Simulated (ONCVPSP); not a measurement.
## Before and after: ONCV potential for Hf

ONCVPSP 4.0.1 input, shortened (lines: element, Z, core and valence counts, functional; n l f; lmax; l rc ep ncon nbas qcut; lloc lpopt rc5 dvloc0; l nproj debl; icmod fcfact rcfact), PBE, scalar-relativistic:

```
  Hf 72.00    9    5        4      upf
    1    0    2.00
    2    0    2.00
    2    1    6.00
    3    0    2.00
    3    1    6.00
    3    2   10.00
    4    0    2.00
    4    1    6.00
    4    2   10.00
    4    3   14.00
    5    0    2.00
    5    1    6.00
    5    2    2.00
    6    0    1.00
    3
    0    2.15    0.00    5    9    6.70
    1    1.55    0.00    3    7    8.60
    2    2.35    0.00    4    9    5.90
    3    0.65    0.00    3    8   24.40
    3    5    0.65    0.00
    0    2    1.80
    1    2    2.60
    2    3    2.70
    3    0    0.50
    1    0.25    0.00
```

Change: all radii but the core radius scaled by about 0.78 (s 1.68, p 1.22, d 1.84, f 0.50 bohr).

Cutoffs: the cutoffs (Ha) at which the residual kinetic energy of the hardest occupied pseudo-wave falls to 1 and 0.1 mHa per electron; they do not see the model core or the augmentation charge, which bear on the density cutoff. Errors are all-electron minus pseudo energies relative to the spin-unpolarised reference configuration.

Problem. What does the change do?

Solution. The potential gets harder (259 Ha and 283 Ha → 846 Ha and 1787 Ha); both files keep a bound ghost (d, p, s); of the 4 tests that both files solve, the error grows in 2 and shrinks in 0 by more than 15 % and 0.3 meV (median size 6.7 → 7.3 meV). A smaller radius makes the pseudo-wave follow the all-electron one further in, where it bends more sharply, so more plane waves are needed.

```tsv
quantity	base	changed
cutoff, loose	259 Ha	846 Ha
cutoff, tight	283 Ha	1787 Ha
loose cutoff by channel	s 15 Ha, p 25 Ha, d 12 Ha, f 259 Ha	s 20 Ha, p 29 Ha, d 12 Ha, f 846 Ha
bound ghosts	s, p, d	s, p, d
GHOST(+) flags under 300 eV	none	p at 249.8 eV
error for 4f14 5s2 5p6 5d2 6s2, meV [ΔE -7.98 eV]	+2.0	+2.3
error for 4f14 5s2 5p6 5d2 6s0, meV [ΔE 14.18 eV]	-5.8	-5.1
error for 4f14 5s2 5p6 5d1 6s0, meV [ΔE 35.97 eV]	-7.6	-9.5
error for 4f14 5s2 5p6 5d0 6s0, meV [ΔE 68.83 eV]	-20	-31
rms error of d²Exc/dni dnj with the model core, mHa	2.04	1.55
```

 A true bound ghost makes a file unfit for plane-wave use even where its test errors are small: the radial tests pick states by their node count and pass the ghost by.
